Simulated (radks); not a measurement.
The numbers below are computed, except where a source is named.
Valence configurations of Pr II (all share [Xe]). Level of theory: scalar-relativistic Kohn-Sham, PBE, spin-polarised, spherical densities, point nucleus; open shells are filled with parallel spins first (spin-orbit coupling, left out, can overturn this in heavy ions) (a radial shooting solver on a logarithmic mesh with Libxc functionals). Energies are relative to 4f3 6s1; eigenvalues in eV for spin up.

| valence | E (eV) | moment (Bohr magnetons) | e(4f) | e(5d) | e(6p) | e(6s) |
|---|---|---|---|---|---|---|
| 4f3 6s1 | 0.000 | 4 | -7.701 | - | - | -8.434 |
| 4f3 5d1 | 0.860 | 4 | -5.949 | -6.523 | - | - |
| 4f3 6s0.5 6p0.5 | 1.481 | 4 | -8.240 | - | -5.766 | -8.722 |
| 4f2 5d1 6s1 | 1.819 | 4 | -12.811 | -9.082 | - | -9.089 |
| 4f4 | 2.606 | 4 | -3.081 | - | - | - |
| 4f3 6p1 | 2.949 | 4 | -8.771 | - | -6.080 | - |
| 4f2 5d1 6s0.5 6p0.5 | 3.448 | 4 | -13.357 | -9.487 | -6.110 | -9.370 |
| 4f2 6s1.5 6p0.5 | 4.237 | 3 | -15.637 | - | -6.743 | -10.164 |
| 4f2 5d1 6p1 | 5.075 | 4 | -13.896 | -9.876 | -6.394 | - |
| 4f2 6s1 6p1 | 5.477 | 4 | -16.111 | - | -7.138 | -10.623 |

NIST lists [Xe] 4f3 6s1 as the ground configuration; this level of theory agrees among the configurations tried. The energies are those of spherical high-spin densities, not of single terms.
